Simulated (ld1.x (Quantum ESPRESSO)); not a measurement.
# tantalum, TM: configuration errors across variants

| Quantity | Value |
| --- | --- |
| Element | Ta (Z = 73) |
| Generator | ld1.x (Quantum ESPRESSO) 7.5 |
| Type | norm-conserving Troullier–Martins (Kleinman–Bylander form) |
| Functional | LDA (PZ) |
| Relativity | scalar-relativistic |
| Frozen core | [Xe] 4f14 |
| Valence charge | 5 |
| Reference configuration | 5d3 6s2 6p0 |
| Partial waves | 6s (bound): rc 2.35 bohr; 6p (bound, empty): rc 3.95 bohr; 5d (bound): rc 2.55 bohr |
| Local potential | all-electron potential smoothed inside 1.90 bohr (lloc = -1) |
| Core correction | Bessel-smoothed model core inside 1.90 bohr |

All-electron excitation energies from the reference (eV): (1) 5d3 6s1 6p0 8.702; (2) 5d3 6s0 6p0 24.010; (3) 5d2 6s0 6p0 47.938; (4) 5d3 6s1 6p1 4.259; (5) 5d3.5 6s1.5 6p0 0.984; (6) 5d3 6s1.5 6p0 3.563; (7) 5d3 6s2 6p0 spin -1.047; (8) 5d3 6s1 6p0 spin 6.726.

Spin tests fill each open shell by Hund’s rule, majority spin first.

Tests that are not counted but printed errors over 1 eV. “base”: 5d3 6s0 6p2 (solver errors, printed error -9.7 eV). “wave 5d (bound): rc 2.55 bohr becomes 5d (bound): rc 2.24 bohr”: 5d3 6s0 6p2 (solver errors, printed error -97.0 eV). “wave 5d (bound): rc 2.55 bohr becomes 5d (bound): rc 2.50 bohr”: 5d3 6s0 6p2 (solver errors, printed error -8.2 eV). “wave 5d (bound): rc 2.55 bohr becomes 5d (bound): rc 3.00 bohr”: 5d3 6s0 6p2 (solver errors, printed error -123 eV). “wave 5d (bound): rc 2.55 bohr becomes 5d (bound): rc 3.38 bohr”: 5d3 6s0 6p2 (solver errors, printed error -92.9 eV).

A true bound ghost makes a file unfit for plane-wave use even where its test errors are small: the radial tests pick states by their node count and pass the ghost by. Where a test does run into it, the solver fails or the error is huge.

Errors AE − PS in meV (a dash: test not solved or not reliable):

| change | (1) | (2) | (3) | (4) | (5) | (6) | (7) | (8) | bound ghosts |
| --- | --- | --- | --- | --- | --- | --- | --- | --- | --- |
| base | -7.2 | -34 | -166 | -3.6 | -11 | -2.3 | +30 | +48 | s, p |
| wave 5d (bound): rc 2.55 bohr becomes 5d (bound): rc 2.24 bohr | -7.5 | -35 | -166 | -3.6 | -12 | -2.3 | +23 | +38 | s, p |
| wave 5d (bound): rc 2.55 bohr becomes 5d (bound): rc 2.50 bohr | -7.3 | -34 | -166 | -3.6 | -11 | -2.3 | +28 | +45 | s, p |
| wave 5d (bound): rc 2.55 bohr becomes 5d (bound): rc 3.00 bohr | -6.5 | -34 | -164 | -3.8 | -7.9 | -2.0 | +57 | +87 | s, p |
| wave 5d (bound): rc 2.55 bohr becomes 5d (bound): rc 3.38 bohr | -6.7 | -39 | -153 | -4.4 | -3.9 | -1.9 | +82 | +126 | s, p |
| wave 5d (bound): rc 2.55 bohr becomes 5d (bound): rc 3.66 bohr | -8.5 | -53 | -120 | -5.7 | +2.0 | -2.2 | +112 | +177 | s, p |

Give the same row for: wave 5d (bound): rc 2.55 bohr becomes 5d (bound): rc 1.84 bohr.

-7.6, -35, -165, -3.6, -12, -2.3, +21, +36; bound ghosts: s, p. Not counted: 5d3 6s0 6p2 (solver errors, printed error -77.0 eV).
